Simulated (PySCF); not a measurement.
# Magnetisability: SMILES C=C1CO[C@@H]1C(C)=O, C$_{6}$H$_{8}$O$_{2}$

Geometry:
```
atom   x (Å)   y (Å)   z (Å)
  C1  -1.679   1.398   0.883
  C2  -1.176   0.349   0.274
  C3  -1.386  -1.136   0.263
  O4  -0.303  -1.295  -0.663
  C5  -0.058   0.116  -0.713
  C6   1.300   0.579  -0.209
  C7   2.165  -0.505   0.356
  O8   1.603   1.744  -0.249
  H9  -2.491   1.306   1.584
 H10  -1.289   2.383   0.698
 H11  -2.337  -1.477  -0.157
 H12  -1.201  -1.654   1.210
 H13  -0.235   0.537  -1.710
 H14   2.243  -1.316  -0.365
 H15   3.147  -0.114   0.607
 H16   1.689  -0.906   1.249
```

Method used: GIAO PBE/pcSseg-1 magnetisability, rotational g tensor and spin-rotation constants, non-relativistic, gas phase (PySCF). Geometry: GFN2-xTB.

**Question.** How diamagnetic is it, and how anisotropic?

**Answer.** Isotropic -924 × 10⁻³⁰ J/T², or -55.6 × 10⁻⁶ cm³/mol; principal values -1077, -929, -766 × 10⁻³⁰ J/T², anisotropy 269 × 10⁻³⁰ J/T² (root of half the summed squared differences of the principal values). The susceptibility is in cgs units.

**Question.** Split it along the inertial axes a, b, c into diamagnetic and paramagnetic parts about the centre of mass, with the quadrupole moment.

**Answer.** 
```tsv
axis	χ (10⁻⁶ cm³/mol)	diamagnetic (10⁻⁶ cm³/mol)	paramagnetic (10⁻⁶ cm³/mol)	summed x² of all electrons (Å²)	quadrupole Θ (D Å)
a	-53.8	-494.1	440.3	141.2	+1.71
b	-52.6	-724.9	672.2	86.8	-4.43
c	-60.5	-967.2	906.7	29.7	+2.72
```
Anisotropies 2χaa − χbb − χcc = +5.6 and 2χbb − χaa − χcc = +9.0 × 10⁻⁶ cm³/mol. Θ is traceless in Buckingham's convention.

**Question.** And the rotational g tensor?

**Answer.** 
| axis | rotational constant (GHz) | g | nuclear part | electronic part |
| --- | --- | --- | --- | --- |
| a | 3.0779 | -0.0466 | 0.5901 | -0.6367 |
| b | 1.9158 | -0.0268 | 0.5783 | -0.6050 |
| c | 1.3759 | -0.0169 | 0.5692 | -0.5861 |

Asymmetric top; isotopes 12C, 1H, 16O; no vibrational averaging.
